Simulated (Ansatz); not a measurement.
The standard entropy of RbI (SMILES [Rb][I]) from a frequency calculation

A linear singlet with charge 0, relaxed at wB97M-V/def2-TZVPD (core potential) (Ansatz 0.2.0):

```xyz
2

Rb    0.0000    0.0000   -0.0318
I     0.0000    0.0000    3.2086
```

Harmonic wavenumbers in cm⁻¹: 134.

Masses in u: Rb 85.468, I 126.904. Take T = 298.15 K, p = 1 bar, R = 8.3145 J/(mol K), kT/hc = 207.22 cm⁻¹, rigid rotor and harmonic oscillator.

Compute the standard molar entropy.


1. Translation (Sackur–Tetrode): S = R[3/2 ln M + 5/2 ln T − 1.1517] with M = 212.372 gives 175.7 J/(mol K).
2. Rotation: the moment of inertia is 536.264 u Å², so B = 16.8576/I = 0.0314 cm⁻¹; σ = 1; q = kT/(σhcB) = 6599.4; S = R(ln q + 1) = 81.4.
3. Vibration: with u = ν̃/207.22, each mode gives R[u/(eᵘ − 1) − ln(1 − e⁻ᵘ)]; the sum is 12.1, most from 134 cm⁻¹ (12.1).
4. Electronic: R ln 1 = 0.0, from the spin multiplicity alone.
5. Sum: 175.7 + 81.4 + 12.1 + 0.0 = 269.2 J/(mol K).

No measured value is set beside it here.
